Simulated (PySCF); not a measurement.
Working out the ionisation energy of Cr

Cr [Ar] 3d5 4s1 (7S) → Cr+ [Ar] 3d5 (6S). Computed with PySCF 2.14 in pcseg-2, with no relativity, point nucleus. Frozen: [Ar]. Energies in hartree (1 hartree = 27.21139 eV):

| part | Cr (lower) | Cr+ (upper) |
| --- | --- | --- |
| UHF | -1043.333543 | -1043.115830 |
| MP2 opposite-spin | 0.000000 | 0.000000 |
| MP2 same-spin | -0.086611 | -0.070391 |

What does Hartree-Fock give?

(-1043.115830) − (-1043.333543) = 0.217713 hartree = 5.924 eV.

What do MP2 and SCS-MP2 (6/5 opposite-spin, 1/3 same-spin) give?

The opposite-spin parts differ by 0.000 eV and the same-spin parts by 0.441 eV. MP2: 5.924 + (0.000) + (0.441) = 6.365 eV. SCS-MP2: 5.924 + 1.2 × (0.000) + (0.441)/3 = 6.071 eV.

Measured between the centres of the two terms (NIST): 6.767 eV, so MP2 (valence) is off by -0.402 eV.

The calculation is non-relativistic.

What remains against the reference includes basis incompleteness, the frozen core and correlation beyond second order.
